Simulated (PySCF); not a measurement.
## How methods differ on the ionisation energy of Nb⁺

Nb⁺ [Kr] 4d4 (5D) → Nb²⁺ [Kr] 4d3 (4F), as a difference of total energies. Calculation: PySCF 2.14, in def2-TZVPPD with the def2 core potential (28 electrons) (6s4p3d2f1g, 56 functions); a scalar-relativistic core potential. Correlated levels: valence: 4s2 4p6 frozen. The calculations carry no spin-orbit coupling.

| method | ionisation energy (eV) | difference from reference (eV) |
| --- | --- | --- |
| UHF | 13.061 | -1.259 |
| MP2 (valence) | 13.593 | -0.727 |
| SCS-MP2 (valence) | 13.238 | -1.082 |
| CCSD (valence) | 13.670 | -0.650 |
| CCSD(T) (valence) | 13.683 | -0.637 |

Reference: 14.32 eV (semi-empirical (NIST evaluation); NIST Atomic Spectra Database, ionization energies).

The reference lies between the lowest fine-structure levels, while these numbers refer to the centres of the terms.

Errors of the correlated levels include the incompleteness of this basis and the frozen core.
